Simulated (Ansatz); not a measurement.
Harmonic frequencies (cm⁻¹) at PBE0-D4/def2-TZVP from Ansatz: 14, 102, 134, 173, 311, 468, 661, 684, 714, 1220, 1436, 1438, 3048, 3128, 3150.

Which molecule is it?
A. `C=[CH][AlH][F]`
B. `[CH3][Al]([Br])[Br]`
C. `[CH3][Al]([Cl])[Cl]`
D. `[CH3][Al]([F])[I]`

B.
